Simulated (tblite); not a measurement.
Compound: C7H12N (doublet state).
Z-matrix (Å and degrees, GFN2-xTB geometry), rows numbered from 1:
```
C 
N   1  1.3878
C   2  1.4394  1  119.84
C   3  1.5513  2  114.67  1   -73.22
C   4  1.5325  3  106.04  2  -148.77
C   5  1.5146  4  105.00  3    26.72
C   6  1.4985  5  116.76  4    48.37
C   6  1.4979  5  108.43  4   -16.85
H   1  1.0737  2  115.87  3   175.80
H   1  1.0744  2  115.93  3   -38.82
H   2  1.0121  1  114.02  3  -138.98
H   3  1.0963  2  107.05  1    48.65
H   4  1.0909  3  109.00  2   -29.66
H   4  1.0883  3  111.42  2    88.75
H   5  1.0917  4  110.51  3   -90.90
H   5  1.0912  4  111.84  3   148.74
H   6  1.0803  5  117.53  4  -160.06
H   7  1.0798  6  117.83  8  -107.29
H   7  1.0787  6  118.87  8   109.26
H   8  1.0799  3  117.31  2   -75.30
```

Computed values, GFN2-xTB/tblite, gas phase, harmonic and unscaled. Against measured fundamentals such values can be off by several per cent, at times by over 20. One conformer, not necessarily the lowest. Open shells enter through the occupations alone, without spin polarisation, and single modes of such species can be off by tens of per cent.

Harmonic wavenumbers (cm⁻¹): 72.6, 119.1, 198.1, 260.3, 306.9, 369.8, 419.1, 474.7, 580.5, 608.8, 627.1, 680.3, 827.8, 841.5, 866.9, 901.4, 960.3, 989.5, 1003.2, 1011.9, 1034.6, 1041.7, 1068.4, 1070.7, 1097.5, 1122.9, 1142.0, 1181.3, 1186.5, 1201.6, 1259.4, 1276.5, 1289.8, 1292.7, 1306.6, 1315.8, 1378.0, 1395.8, 1458.5, 1475.0, 1486.4, 1505.8, 2920.5, 2967.4, 2987.0, 2988.7, 3020.2, 3069.8, 3076.7, 3091.6, 3101.8, 3103.7, 3149.6, 3391.3.

A = 4158, B = 1578, C = 1312 MHz; mass 110.097 u (most abundant isotopes); point group C1, symmetry number 1; spin multiplicity 2.

Task: Zero-point energy?

Result: ½Σν̃ = 38288 cm⁻¹ = 458.02 kJ/mol.

Task: Entropy at 500 K, 1 bar (ideal gas, RRHO, classical rotation)?

Result: Translation 178.24, rotation 123.66, vibration 155.18, spin (R ln 2) 5.76: S = 462.8 J/(mol K).

Task: And Cp and H(500 K) − H(0)?

Result: Cp = 229.60 J/(mol K), of which vibrations give 196.34 (their classical limit is 54 R = 449.0); H(500 K) − H(0) = 61.07 kJ/mol without the zero-point energy, 44.44 from vibrations.

Task: How do the functions run with temperature in this model?

Result: 
```json
{"T (K)": "150", "S (J/(mol K))": "298.4", "Cp (J/(mol K))": "76.0", "H − H(0) (kJ/mol)": "7.80", "G − H(0) (kJ/mol)": "-36.96", "ln q(vib)": "1.45"}
{"T (K)": "250", "S (J/(mol K))": "346.1", "Cp (J/(mol K))": "116.2", "H − H(0) (kJ/mol)": "17.31", "G − H(0) (kJ/mol)": "-69.22", "ln q(vib)": "3.07"}
{"T (K)": "298.15", "S (J/(mol K))": "368.5", "Cp (J/(mol K))": "139.1", "H − H(0) (kJ/mol)": "23.45", "G − H(0) (kJ/mol)": "-86.42", "ln q(vib)": "3.93"}
{"T (K)": "400", "S (J/(mol K))": "416.3", "Cp (J/(mol K))": "187.9", "H − H(0) (kJ/mol)": "40.13", "G − H(0) (kJ/mol)": "-126.38", "ln q(vib)": "5.89"}
{"T (K)": "600", "S (J/(mol K))": "507.8", "Cp (J/(mol K))": "263.8", "H − H(0) (kJ/mol)": "85.80", "G − H(0) (kJ/mol)": "-218.90", "ln q(vib)": "10.15"}
{"T (K)": "900", "S (J/(mol K))": "629.5", "Cp (J/(mol K))": "334.8", "H − H(0) (kJ/mol)": "176.54", "G − H(0) (kJ/mol)": "-390.01", "ln q(vib)": "16.76"}
```

q(vib) and H(0) count from the zero-point level.

Task: Which modes carry the vibrational entropy at 500 K?

Result: 72.6 cm⁻¹: 21.35; 119.1 cm⁻¹: 17.26; 198.1 cm⁻¹: 13.10; 260.3 cm⁻¹: 10.91; 306.9 cm⁻¹: 9.61; 369.8 cm⁻¹: 8.18 J/(mol K); the other 48 give 74.77 together.

Task: What must be added to the electronic energy to get the Gibbs energy at 500 K and 1 bar?

Result: ZPE + [H(500 K) − H(0)] − T·S = 458.02 + 61.07 − 231.42 = 287.67 kJ/mol.

Hindered rotation and anharmonicity are outside this model. Other conformers, if any are populated, would add a mixing term that is left out. The structure is chiral; the term R ln 2 for an equal mix with its mirror image is left out.

Time: 0.67 s wall. Hardware: one thread, Arm Neoverse V1 (aarch64) (shared host). This covers the Hessian and the dipole derivatives.
